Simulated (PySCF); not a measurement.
Working out the ionisation energy of Fe⁺

Fe⁺ [Ar] 3d6 4s1 (6D) → Fe²⁺ [Ar] 3d6 (5D). Calculation: PySCF 2.14, in def2-TZVPPD (6s6p4d2f1g, 67 functions); the non-relativistic Hamiltonian (point nucleus). Frozen: [Ne]. Energies in hartree (1 hartree = 27.21139 eV):

```json
{"part": "UHF", "Fe⁺ (lower)": "-1262.195051", "Fe²⁺ (upper)": "-1261.639579"}
{"part": "MP2 opposite-spin", "Fe⁺ (lower)": "-0.301958", "Fe²⁺ (upper)": "-0.289011"}
{"part": "MP2 same-spin", "Fe⁺ (lower)": "-0.167764", "Fe²⁺ (upper)": "-0.151276"}
```

Task: What does Hartree-Fock give?

Result: (-1261.639579) − (-1262.195051) = 0.555472 hartree = 15.115 eV.

Task: What do MP2 and SCS-MP2 (6/5 opposite-spin, 1/3 same-spin) give?

Result: The opposite-spin parts differ by 0.352 eV and the same-spin parts by 0.449 eV. MP2: 15.115 + (0.352) + (0.449) = 15.916 eV. SCS-MP2: 15.115 + 1.2 × (0.352) + (0.449)/3 = 15.687 eV.

A first-order spin-orbit estimate adds -0.001 eV to MP2 (valence and next inner shell), giving 15.915 eV against 16.199 eV (measured; NIST Atomic Spectra Database, ionization energies).

The calculation is non-relativistic.

What remains against the reference includes basis incompleteness, the frozen core and correlation beyond second order.
